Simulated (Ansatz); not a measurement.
CH4AlNO (`[NH2][AlH][CH]=O`), relaxed with RKS PBE-D4/def2-SVP in Ansatz 0.2.0 from a rough embedded geometry. The force threshold is 0.03 eV/Å; the program also tests the step.

The species carries charge 0 and has multiplicity 1.

Start:

```xyz
8

N    -0.134    1.191    1.275
Al    0.484    0.493   -0.321
C    -0.145   -1.279   -0.893
O    -0.886   -1.869   -0.293
H    -1.191    1.233    1.286
H     0.130    0.521    2.085
H     1.511    1.351   -1.246
H     0.232   -1.642   -1.891
```

(1) By how much does the energy fall, and how many steps does the optimiser take? (Estimate.)

(2) Which bonds change most? (Best estimate.)

(3) Give the relaxed structure. (Best estimate.)

## Answers

(1) The calculation gave: 121.21 kJ/mol, in 15 steps, 2 of them rejected.

(2) Ansatz gave: C3–O4 from 1.122 to 1.227 Å; Al2–C3 from 1.966 to 2.040 Å; N1–Al2 from 1.848 to 1.780 Å; N1–H6 from 1.084 to 1.025 Å.

(3) Ansatz gave: 
```xyz
8

N    -0.248    0.936    1.179
Al    0.404    0.582   -0.439
C    -0.014   -1.359   -0.910
O    -0.652   -1.990   -0.073
H    -0.211    1.815    1.700
H    -0.747    0.215    1.709
H     1.174    1.691   -1.292
H     0.294   -1.890   -1.874
```
